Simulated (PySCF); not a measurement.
C8H9 (doublet state).
Geometry (GFN2-xTB, Å), atoms numbered from 1 in this order:
```xyz
17
C8H9 angstrom
C     -3.5423    0.9110   -0.0477
C     -2.7552   -0.1425   -0.1636
C     -1.7490   -0.3226   -1.2694
C     -0.4014   -0.1158   -0.7493
C      0.2451    0.2230    0.3324
C      1.6546    0.3118    0.4307
C      2.8481    0.3964    0.5499
C      4.2851    0.4957    0.6785
H     -3.5428    1.7030   -0.7788
H     -4.2262    1.0236    0.7766
H     -2.7560   -0.9224    0.5861
H     -1.9404    0.3931   -2.0749
H     -1.8257   -1.3341   -1.6830
H     -0.2716    0.4758    1.2690
H      4.5731    0.4198    1.7273
H      4.6305    1.4528    0.2862
H      4.7670   -0.3072    0.1203
```

The hyperfine couplings belong to this conformer and change with its torsions.

The species is `C=CC/[C]=C/C#CC` [radical].

Computed with PySCF 2.14.0, UKS B3LYP, pcH-1 on C H, non-relativistic, mean-field spin-orbit, GIAO. The structure is a single GFN2-xTB conformer in the gas phase; no vibrational or solvent corrections. The geometry wasn't refined by DFT: couplings that depend on bond lengths, twists or pyramidal angles can differ widely from those at the functional's own minimum. The SCF solution wasn't tested for stability.

Problem. Break the g tensor into its mass correction, gauge correction and orbital-Zeeman/spin–orbit terms.

Solution. 
```csv
Δg (ppm),1,2,3
relativistic mass correction,-157,-157,-157
gauge correction,32,7,18
orbital Zeeman/spin–orbit,-537,-35,585
total,-662,-185,446
```

So g = 2.00166, 2.00213, 2.00277 and g_iso = 2.00219; the tensor is rhombic: the two nearest values differ by 43 % of g3 − g1. Axes: g1 points within 15° of the C3–C4 bond and g2 points within 9° of the C5–H14 bond.

Problem. At 94.475 GHz, how far is the centre of the isotropic spectrum from where a free electron (g = 2.002319) resonates?

Solution. B = hν/(g μB) with μB/h = 13.99624 MHz/mT gives 3371.10 mT for the free electron and 3371.33 mT at g_iso, 0.23 mT higher.

Problem. What are the electron Larmor frequencies g μB B/h along the three axes at 330 mT?

Solution. 9.2452, 9.2474, 9.2503 GHz for g1, g2 and g3, a range of 5.1 MHz.

Problem. How much does each term add to the isotropic shift?

Solution. The mass correction -157, the gauge correction 19 and the orbital-Zeeman/spin–orbit term 4 ppm, for a total of -134 ppm. The mass correction is the largest in size. The mass correction is the same along every axis, so the anisotropy comes from the other two: their spans along these axes are 25 (gauge) and 1122 ppm (orbital Zeeman/spin–orbit).

Problem. In a frozen sample, at which fields do the three g values resonate at 9.5, 34, 94 and 263 GHz (hyperfine left aside), and which band first spreads them over more than twice a line width of 0.3 mT?

Solution. 
```tsv
band	GHz	B(g3) mT	B(g2) mT	B(g1) mT	spread mT
X	9.5	338.91	339.01	339.10	0.19
Q	34.0	1212.93	1213.32	1213.61	0.67
W	94.0	3353.41	3354.46	3355.26	1.86
J	263.0	9382.40	9385.36	9387.60	5.19
```

The spread grows in proportion to the frequency. Q band is the first where it exceeds 0.6 mT.

Largest spin populations (Mulliken): C4 (+1.01), C5 (-0.16) and H14 (+0.09). C4 is the only atom above +0.15. The positive populations add up to 1.25 and the negative ones to -0.25, together 2S = 1.

The HOMO–LUMO gaps are 5.56 eV among the α and 4.13 eV among the β orbitals.
